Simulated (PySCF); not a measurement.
Species: C₆H₆BrN.
Atom-mapped SMILES: `[NH2:1][c:2]1[cH:3][cH:4][c:5]([Br:6])[cH:7][cH:8]1` (hydrogens: H9, H10 on N1; H11 on C3; H12 on C4; H13 on C7; H14 on C8)

Method used: PySCF 2.14.0, PBE0-D3(BJ)/def2-SVP geometry optimisation, gas phase.

Task: List the bond lengths and angles at this level.

Result: 
```json
{"bond": "N1–C2", "length (Å)": "1.378", "order": "single"}
{"bond": "C2–C3, C2–C8", "length (Å)": "1.406", "order": "aromatic"}
{"bond": "C3–C4, C7–C8", "length (Å)": "1.390", "order": "aromatic"}
{"bond": "C4–C5, C5–C7", "length (Å)": "1.394", "order": "aromatic"}
{"bond": "C5–Br6", "length (Å)": "1.889", "order": "single"}
{"bond": "N1–H9, N1–H10", "length (Å)": "1.011", "order": "single"}
{"bond": "C3–H11, C8–H14", "length (Å)": "1.093", "order": "single"}
{"bond": "C4–H12, C7–H13", "length (Å)": "1.092", "order": "single"}
```

Bonds in one row agree within 0.01 Å and their mean is given. Orders are formal, as drawn. A selection of angles:
```json
{"angle": "N1–C2–C3", "degrees": "121.0"}
{"angle": "C3–C2–C8", "degrees": "117.9"}
{"angle": "C2–C3–C4", "degrees": "121.1"}
{"angle": "C3–C4–C5", "degrees": "120.0"}
{"angle": "C4–C5–Br6", "degrees": "120.1"}
{"angle": "C4–C5–C7", "degrees": "119.9"}
{"angle": "H9–N1–C2", "degrees": "116.9"}
{"angle": "H10–N1–C2", "degrees": "116.9"}
```

The 6-membered ring C2–C3–C4–C5–C7–C8 has internal angles of 117.9° to 121.1°; it is planar, 0.00 Å rms from its mean plane, widest ring torsion 0°. The 8 heavy atoms lie in one plane (0.012 Å rms). N1 (aniline-type nitrogen) is pyramidal (angles 116.9°, 116.9° and 113.7°, sum 347.5°, 0.23 Å off the plane of its three neighbours). Of the pairs four or more bonds apart, H9···H11 is among the closest relative to their van der Waals radii: 2.43 Å, 101 % of the sum of Bondi's values.

Point group: Cs (every atom within 0.08 Å of its image). No frequency check.
